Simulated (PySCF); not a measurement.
Static polarisabilities and like-pair C6 coefficients by linear response at CAM-B3LYP/def2-SVPD (PySCF, frozen core in the response, non-relativistic, gas phase), PBE0-D3(BJ)/def2-SVP geometries, one conformer each; atomic units unless stated. Spin–orbit coupling is left out although an atom past zinc is present.

```csv
species,electrons,α
`CSBC(C)C`,56,85.8
`[H]/N=C/c1ccc(N)cc1`,64,105.0
`CC(=O)[SiH2]C#[C][GeH3]`,86,110.6
`FC(F)(F)OC1=COCC1`,78,66.4
```

Question: Estimate each like-pair C6, largest first.

Answer: 
```csv
species,C6,ω̄ = 4·C6/(3α²) (eV)
`CC(=O)[SiH2]C#[C][GeH3]`,4166,12.4
`[H]/N=C/c1ccc(N)cc1`,3754,12.4
`CSBC(C)C`,2918,14.4
`FC(F)(F)OC1=COCC1`,2210,18.2
```

The order is that of α. London's effective excitation energy ω̄ runs from 12.4 to 18.2 eV here.
